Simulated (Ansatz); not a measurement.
One change: `CO[SiH2][SiH2]O` becomes `O[SiH2][SiH2]Br`.

Ansatz, PBE0-D4/def2-TZVP geometries, multiplicity 1. Each molecule was computed in one conformer, which needn't be the lowest.

Scalar relativity is left out up to krypton.

```
                                          property  `CO[SiH2][SiH2]O`
             HOMO energy (ωB97M-V/def2-TZVPP) / eV              -9.76
               HOMO–LUMO gap (PBE/def2-TZVPP) / eV               4.87
size of the dipole moment (ωB97M-V/def2-TZVPP) / D               1.84
                LUMO energy (PBE0/def2-TZVPP) / eV              -0.70
  size of the dipole moment (B3LYP/def2-TZVPP) / D               1.84
           HOMO–LUMO gap (ωB97M-V/def2-TZVPP) / eV              10.76
```

Problem. Give the same properties after the change, and the shifts. (Estimate.)

Solution. The calculation gave: 
```
                                          property  `O[SiH2][SiH2]Br`  shift
             HOMO energy (ωB97M-V/def2-TZVPP) / eV              -9.94  -0.18
               HOMO–LUMO gap (PBE/def2-TZVPP) / eV               4.73  -0.14
size of the dipole moment (ωB97M-V/def2-TZVPP) / D               0.92  -0.92
                LUMO energy (PBE0/def2-TZVPP) / eV              -1.13  -0.43
  size of the dipole moment (B3LYP/def2-TZVPP) / D               0.91  -0.93
           HOMO–LUMO gap (ωB97M-V/def2-TZVPP) / eV              10.60  -0.16
```

With PBE0 the HOMO falls by 0.21 eV and the LUMO falls by 0.43 eV, so the gap narrows by about 0.22 eV. PBE moves the HOMO by -0.25 eV and ωB97M-V by -0.18 eV. Dipoles are sizes alone; their direction can turn.

B3LYP here is the variant with VWN-RPA as its local correlation; programs differ in this.

Spin–orbit coupling is left out; it splits and shifts lone-pair levels of the heavy atoms by tenths of an eV.
